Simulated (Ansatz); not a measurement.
A run of Ansatz (development build ahead of 0.2.0) on doublet VC at this shape:

```csv
atom,x (Å),y (Å),z (Å)
V,0.0000,0.0000,0.0000
C,0.0000,0.0000,1.5800
```

Its results:

```yaml
Converged: yes
Total_energy: -981.45838 hartree
Spin_squared_of_the_determinant: 1.430
Stability_test: minimum
```

Forces (eV/Å):
```csv
atom,Fx,Fy,Fz
V1,0.000,0.000,0.098
C2,0.000,0.000,-0.098
```

(1) Which input gives this output? Name the method, the orbitals and the basis set, and write the input.

## Answers

(1) PBE0 (unrestricted) in def2-SVP.

```yaml
crystal:
  periodic: [false, false, false]
  atoms:
    - { symbol: V, position_ang: [0.0, 0.0, 0.0] }
    - { symbol: C, position_ang: [0.0, 0.0, 1.58] }
basis:
  gaussian: { orbitals: def2-SVP }
magnetization:
  spin_polarized: true
  initial_magnetization: 1
hamiltonian:
  xc: pbe0
output:
  forces: true
```

Caution: the unrestricted determinant is spin contaminated.
